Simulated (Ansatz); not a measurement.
Reactions of C$_{2}$H$_{4}$SSe (`CC(S)=[Se]`).

Gas-phase electronic energies from Ansatz, PBE0-D4/def2-TZVP geometries. CCSD(T)/CBS adds triple-zeta CCSD(T) − MP2 to the extrapolated MP2 energy (def2 sets, frozen cores). This one scheme is used for every species, atoms too. DFT in def2-TZVPP. No spin–orbit coupling; open shells (•) take unrestricted orbitals. Spin–orbit coupling would lower the free atoms: a little for C, S; clearly for Se. Elements past krypton have def2 core potentials. For In, Se outer-core shells are correlated without core-valence functions, so the limit isn't a true one: a few kJ/mol of doubt a bond, and 10 to 20 or more in all where bonds break to atoms. Scalar relativity is left out up to krypton. One conformer a species, not always the lowest.

| reaction | CCSD(T)/CBS(def2) (eV) |
| --- | --- |
| `CC(S)=[Se]` + `O=CCO` → `COCC=O` + `SC=[Se]` | ? |
| `CC(S)=[Se]` + H–F → `FC(S)=[Se]` + CH₄ | 0.48 |
| `CC(S)=[Se]` → 2 C• + 4 H• + S• + Se• | 29.25 |
| `CC(S)=[Se]` + `[SH][InH2]` → `C[S][InH2]` + `SC=[Se]` | 0.38 |
| `CC(S)=[Se]` + H–F → `CC(F)=[Se]` + H₂S | 0.42 |
| `CC(S)=[Se]` + H₂ → `SC=[Se]` + CH₄ | -0.54 |
| `CC(S)=[Se]` → `[CH2]` (triplet) + `SC=[Se]` | 4.68 |
| `CC(S)=[Se]` + H₂ → `CC=[Se]` + H₂S | ? |

(1) Fill in the missing values. (Estimate.)

Largest T1 diagnostic: 0.017, for `SC=[Se]`.

## Answers

(1) Ansatz gave: `CC(S)=[Se]` + `O=CCO` → `COCC=O` + `SC=[Se]`: +0.75 eV; `CC(S)=[Se]` + H₂ → `CC=[Se]` + H₂S: -0.33 eV.
